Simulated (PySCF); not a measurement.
Run record: geometry optimisation, `C[C](C)(Cl)[GeH3]`.

Computed with PBE0-D3(BJ)/def2-SVP geometry optimisation, gas phase (PySCF 2.14.0). Start geometry: GFN2-xTB. A driver script takes a list of jobs; this job's settings line and coordinates (Å) are shown.

Command:
```bash
OMP_NUM_THREADS=1 python probes_run.py task.json out
```

Input:
```
{"job": {"xc": "PBE0", "basis": "def2-SVP", "d3": "d3bj", "grid": 1, "shake": 0.01, "kind": "geom"}, "charge": 0, "multiplicity": 1}
C      0.894450    -0.653330    -1.107580
C      0.259750    -0.186500     0.198780
C      0.761970     1.173580     0.618180
Cl     0.760150    -1.376920     1.464520
Ge    -1.727440    -0.311630     0.213700
H      0.561670     0.062100    -1.903970
H      0.545080    -1.632040    -1.369540
H      1.977520    -0.626780    -1.063610
H      0.469310     1.929180    -0.083170
H      0.375440     1.449130     1.609700
H      1.860770     1.177910     0.698110
H     -2.126000    -1.701930    -0.091490
H     -2.249510     0.056430     1.576470
H     -2.370290     0.625720    -0.767850
```

Output:
```
step   0  E = -2655.88771598  max force = 0.031812
step   1  E = -2655.89253920  max force = 0.005400
step   2  E = -2655.89281882  max force = 0.000911
step   3  E = -2655.89282911  max force = 0.000401
optimisation converged
```

Energies in Eh; «max force» is the largest Cartesian gradient component in Eh/bohr.

**Question.** How much energy does the optimisation release, in eV?

**Answer.** E(step 0) − E(last step) = 0.005113 Eh, which is 0.139 eV.

**Question.** Give the first gradient maximum in eV/Å.

**Answer.** With 1 Eh/bohr = 51.422 eV/Å, 1.636 eV/Å.

Summary of the converged run: final energy -2655.89283 Eh after 3 steps; dipole 1.78 D.

**Question.** Give the final coordinates.

**Answer.** 0.049 Å rms from the input after alignment:
```
atom  x, y, z in Å
C1     1.6928   -0.9259   -0.6006
C2     1.1376   -0.5241    0.7531
C3     1.6124    0.8499    1.1871
Cl4    1.7286   -1.7358    1.9851
Ge5   -0.8382   -0.6747    0.8085
H6     1.3423   -0.2234   -1.3745
H7     1.3759   -1.9397   -0.8847
H8     2.7946   -0.9031   -0.5885
H9     1.2773    1.6100    0.4623
H10    1.2225    1.1213    2.1787
H11    2.7132    0.8806    1.2318
H12   -1.2423   -2.1157    0.4612
H13   -1.3344   -0.2973    2.2131
H14   -1.4450    0.2950   -0.2300
```

**Question.** How long does this job take on one thread of an Arm Neoverse V2, no GPU, shared host with 192 logical CPUs at a one-minute load of 43? And the peak memory of the process?

**Answer.** About 31 s, with 0.54 GiB resident at the peak, the Python interpreter and its libraries included.
Labels such as C1 count atoms from 1, the log's own numbers from 0.
